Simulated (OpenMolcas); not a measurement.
# Mn I: effect of the basis set

```
Program             : OpenMolcas 26.06
Method              : SS-CASPT2, IPEA 0.25 Eh, imaginary shift 0.1 Eh (closed shells correlated: 3s 3p 4s)
Active space        : 5 electrons in 5 orbitals (3d)
State averaging     : 2S+1 = 6 even, 1 root; 2S+1 = 4 even, 24 roots; 2S+1 = 2 even, 75 roots (45 in the spin-orbit step)
Spin-orbit coupling : RASSI with atomic mean-field integrals over the reference wave functions, term energies averaged over their components
```

A. ANO-R1 [5s3p3d1f], X2C, finite nucleus; CASPT2 step of the order of 10 core-seconds
B. ANO-L-VTZP [6s5p3d2f1g], non-relativistic, point nucleus; CASPT2 step of the order of 18 core-seconds
C. ANO-RCC-VTZP [6s5p3d2f1g], DKH2, point nucleus; CASPT2 step about 14 core-seconds
D. ANO-R2 [7s4p4d2f1g], X2C, finite nucleus; CASPT2 step roughly 15 core-seconds
E. ANO-RCC-VQZP [7s6p4d3f2g1h], DKH2, point nucleus; CASPT2 step about 40 core-seconds
F. ANO-R3 [8s5p5d3f2g1h], X2C, finite nucleus; CASPT2 step roughly 70 core-seconds

Energies in cm⁻¹ above 3d⁵ 4s² ⁶S_5/2.

```
          Level      A      B      C      D      E      F
 3d⁵ 4s² ⁶S_5/2    0.0    0.0    0.0    0.0    0.0    0.0
 3d⁵ 4s² ⁴G_5/2  27750  26720  26230  26090  25660  25550
 3d⁵ 4s² ⁴G_7/2  27760  26740  26240  26100  25670  25570
3d⁵ 4s² ⁴G_11/2  27770  26740  26250  26110  25680  25580
 3d⁵ 4s² ⁴G_9/2  27770  26750  26250  26110  25680  25580
 3d⁵ 4s² ⁴P_5/2  29890  29340  28760  28590  28210  28120
 3d⁵ 4s² ⁴P_3/2  29920  29390  28800  28630  28250  28160
 3d⁵ 4s² ⁴P_1/2  29970  29440  28850  28690  28300  28210
 3d⁵ 4s² ⁴D_7/2  33140  32000  31430  31260  30850  30750
 3d⁵ 4s² ⁴D_1/2  33180  32050  31470  31310  30900  30800
 3d⁵ 4s² ⁴D_3/2  33210  32090  31510  31350  30940  30840
 3d⁵ 4s² ⁴D_5/2  33220  32100  31520  31360  30950  30850
3d⁵ 4s² ²I_11/2  40680  39120  38410  38240  37490  37410
3d⁵ 4s² ²I_13/2  40720  39160  38450  38280  37530  37450
 3d⁵ 4s² ²D_5/2  42440  41440  40630  40400  39830  39690
 3d⁵ 4s² ²D_3/2  42760  41750  40940  40710  40150  40010
 3d⁵ 4s² ²F_7/2  43980  43000  42160  41940  41360  41180
 3d⁵ 4s² ²F_5/2  44380  43380  42550  42330  41750  41580
 3d⁵ 4s² ⁴F_9/2  45090  43740  43020  42840  42270  42150
 3d⁵ 4s² ⁴F_7/2  45140  43790  43070  42890  42320  42200
 3d⁵ 4s² ⁴F_5/2  45180  43860  43120  42950  42370  42250
 3d⁵ 4s² ⁴F_3/2  45190  43860  43130  42950  42380  42260
```

Among A to F the level of the table that moves most is 3d⁵ 4s² ²I_11/2, by 3300 cm-1 (lowest in F, highest in A). Moves below CASPT2's spread within the term are not significant.

CASPT2 does not keep the components of a term degenerate, so their means are used; among the terms shown or strongly mixed into the levels shown the widest spread is 390 cm-1 (3d⁵ 4s² ²I, E). Some high roots are left out of the spin-orbit mixing, which shifts the levels that they would mix with. With the s shell closed, the reference lacks s² → p², s² → d² and s → d mixing, so excited terms can stand far too high and out of order, with CASPT2 too. Only configurations of the active space appear. Levels that lie high or do not pair safely by name in every column are left out.
